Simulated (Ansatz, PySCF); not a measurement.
Gas-phase reaction in SMILES: F[SiH3] [fluorosilane] -> F[SiH2] + H atom (the H-Si bond at the site shown breaks; other sites are not compared here)
Each molecule is optimised on its own at B3LYP-D3(BJ)/def2-TZVP (Ansatz, an electronic-structure program). Frequencies are from Ansatz or PySCF.
Geometry of the first species:
SMILES: [SiH3]F
```xyz
5

Si    -0.4984     0.0049     0.0640
F      1.0946    -0.0107    -0.1405
H     -0.9841     1.3772    -0.1865
H     -1.0980    -0.9433    -0.8970
H     -0.7911    -0.4059     1.4523
```

Quantity: bond dissociation energy (enthalpy at 298 K, with B3LYP-D3(BJ) rigid-rotor harmonic-oscillator terms), in eV. Cores are frozen in the correlated levels unless marked. Open shells are spin-unrestricted. No spin-orbit coupling. No relativistic terms. CBS(X,Y): correlation extrapolated as X^-3; Hartree-Fock from the larger set (for Q and 5 zeta extrapolated as (X+1)exp(-9√X)).

CCSD(T)/CBS(cc-pV(Q+d)Z,cc-pV(5+d)Z) (Ansatz) gives 4.10 eV.

Another calculation gave 3.78 eV. Which level was it?
A) BHLYP/def2-TZVPD (Ansatz)
B) SVWN5/def2-TZVPD (Ansatz)
C) PBE-QIDH/def2-TZVPD (Ansatz)
D) PBE/def2-TZVPD (Ansatz)

D, PBE/def2-TZVPD (Ansatz). The others give 3.92 (PBE-QIDH), 4.03 (BHLYP), 4.18 (SVWN5) eV.
